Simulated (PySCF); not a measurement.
N2O (SMILES N#[N+][O-]), singlet, at a GFN2-xTB geometry; B3LYP/6-31G, polarisability in PySCF.

Here is a job for PySCF.
```python
from pyscf import gto, scf, dft
from pyscf.prop import polarizability

mol = gto.M(
    atom='''
N    -0.000000   -0.000000   -1.172245
N    -0.000000   -0.000000   -0.066547
O     0.000000    0.000000    1.083943
''',
    basis='6-31g',
    charge=0,
    spin=0,
    verbose=4,
)

mf = dft.RKS(mol)
mf.xc = 'b3lyp'
mf.kernel()
alpha = mf.Polarizability().polarizability()[2, 2]
print('alpha_zz =', alpha)
```

The log (banner, timings and long lists left out):

```
site-packages/pyscf/prop/efg/rhf.py:45: UserWarning: Module EFG is under testing
  warnings.warn('Module EFG is under testing')
site-packages/pyscf/prop/efg/dhf.py:30: UserWarning: Module EFG is under testing
  warnings.warn('Module EFG is under testing')
site-packages/pyscf/prop/zfs/uhf.py:40: UserWarning: Module ZFS is under testing
  warnings.warn('Module ZFS is under testing')
site-packages/pyscf/prop/gtensor/uhf.py:43: UserWarning: Module g-tensor is under testing
  warnings.warn('Module g-tensor is under testing')
site-packages/pyscf/prop/gtensor/uks.py:41: UserWarning: Module g-tensor is under testing
  warnings.warn('Module g-tensor is under testing')
site-packages/pyscf/prop/hfc/uks.py:35: UserWarning: Module HFC is under testing
  warnings.warn('Module HFC is under testing')
site-packages/pyscf/prop/magnetizability/rhf.py:39: UserWarning: Module magnetizability is under testing
  warnings.warn('Module magnetizability is under testing')
site-packages/pyscf/prop/magnetizability/uhf.py:37: UserWarning: Module magnetizability is under testing
  warnings.warn('Module magnetizability is under testing')
site-packages/pyscf/prop/magnetizability/rks.py:37: UserWarning: Module magnetizability is under testing
  warnings.warn('Module magnetizability is under testing')
site-packages/pyscf/prop/magnetizability/uks.py:39: UserWarning: Module magnetizability is under testing
  warnings.warn('Module magnetizability is under testing')
site-packages/pyscf/prop/polarizability/uhf.py:34: UserWarning: Module polarizability is under testing
  warnings.warn('Module polarizability is under testing')
site-packages/pyscf/prop/polarizability/rks.py:29: UserWarning: Module polarizability is under testing
  warnings.warn('Module polarizability is under testing')
site-packages/pyscf/prop/polarizability/uks.py:29: UserWarning: Module polarizability is under testing
  warnings.warn('Module polarizability is under testing')
PySCF version 2.14.0

[INPUT] verbose = 4
[INPUT] num. atoms = 3
[INPUT] num. electrons = 22
[INPUT] charge = 0
[INPUT] spin (= nelec alpha-beta = 2S) = 0
[INPUT] symmetry False subgroup None
[INPUT] Mole.unit = angstrom
[INPUT] Symbol           X                Y                Z      unit          X                Y                Z       unit  Magmom
[...]
nuclear repulsion = 62.3431277897242
number of shells = 15
number of NR pGTOs = 66
number of NR cGTOs = 27
basis = 6-31g
ecp = {}

******** <class 'pyscf.dft.rks.RKS'> ********
method = RKS
initial guess = minao
damping factor = 0
level_shift factor = 0
DIIS = <class 'pyscf.scf.diis.CDIIS'>
diis_start_cycle = 1
diis_space = 8
diis_damp = 0
SCF conv_tol = 1e-09
SCF conv_tol_grad = None
SCF max_cycles = 50
direct_scf = True
direct_scf_tol = 1e-13
XC library pyscf.dft.libxc version 7.1.2
    S. Lehtola, C. Steigemann, M. J. T. Oliveira, and M. A. L. Marques,  SoftwareX 7, 1–5 (2018)
XC functionals = b3lyp
    P. J. Stephens, F. J. Devlin, C. F. Chabalowski, and M. J. Frisch,  J. Phys. Chem. 98, 11623 (1994)
radial grids:
    Treutler-Ahlrichs [JCP 102, 346 (1995); DOI:10.1063/1.469408] (M4) radial grids

becke partition: Becke, JCP 88, 2547 (1988); DOI:10.1063/1.454033
pruning grids: <function nwchem_prune>
grids dens level: 3
symmetrized grids: False
atomic radii adjust function: <function treutler_atomic_radii_adjust>
small_rho_cutoff = 0
Set gradient conv threshold to 3.16228e-05
Initial guess from minao.
tot grids = 41888
init E= -185.389929351878
[...]
cycle= 1 E= -184.435319136673  delta_E= 0.955  |g|= 0.789  |ddm|= 2.39
[...]
cycle= 2 E= -183.966582841415  delta_E= 0.469  |g|=  1.8  |ddm|= 2.04
[...]
cycle= 3 E= -184.471612617836  delta_E= -0.505  |g|= 0.655  |ddm|= 1.41
[...]
cycle= 4 E= -184.561744153921  delta_E= -0.0901  |g|= 0.0692  |ddm|= 0.491
[...]
cycle= 5 E= -184.562564293781  delta_E= -0.00082  |g|= 0.0155  |ddm|= 0.0369
[...]
cycle= 6 E= -184.562619014661  delta_E= -5.47e-05  |g|= 0.00188  |ddm|= 0.0121
[...]
cycle= 7 E= -184.562619721152  delta_E= -7.06e-07  |g|= 0.000497  |ddm|= 0.00205
[...]
cycle= 8 E= -184.56261977379  delta_E= -5.26e-08  |g|= 4.7e-05  |ddm|= 0.000377
[...]
cycle= 9 E= -184.562619774225  delta_E= -4.35e-10  |g|= 7.2e-06  |ddm|= 3.09e-05
[...]
Extra cycle  E= -184.562619774109  delta_E= 1.16e-10  |g|= 2.48e-05  |ddm|= 2.29e-05
converged SCF energy = -184.562619774109
Isotropic polarizability 12.9827535559
Polarizability anisotropy 21.3115956319
alpha_zz = 27.190483977093802
```
